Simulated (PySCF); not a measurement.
Computed with PBE-D3(BJ)/def2-TZVP // PBE0-D3(BJ)/def2-SVP in PySCF. Isolated molecules, 0 K electronic values unless said otherwise. One relaxed conformer stands for a flexible species; it need not be the lowest. Excitations are Tamm–Dancoff values on a coarser integration grid. The basis has no diffuse functions, so Rydberg states are missing or too high.

Reference species (SMILES): `B[C@@H]1CCC[C@@H](C#N)C1` (neutral, multiplicity 1).

```yaml
LUMO: -2.65 eV
S1 excitation (TDA): 4.97 eV
T1 excitation (TDA): 4.43 eV
S1 oscillator strength: 0.001
```

After one change: the LUMO hardly moves; the S1 excitation (TDA) falls by 0.27 eV; the T1 excitation (TDA) drops by 0.09 eV; the S1 oscillator strength stays essentially unchanged.

### Question
Name the change that produced these shifts. The new species is one of these.
A) `BC1(C#N)CCCCC1`
B) `B[C@@H]1CCC[C@H](C#N)C1`
C) `B[C@@H]1CCCC[C@@H]1C#N`

### Answer
C, `B[C@@H]1CCCC[C@@H]1C#N`
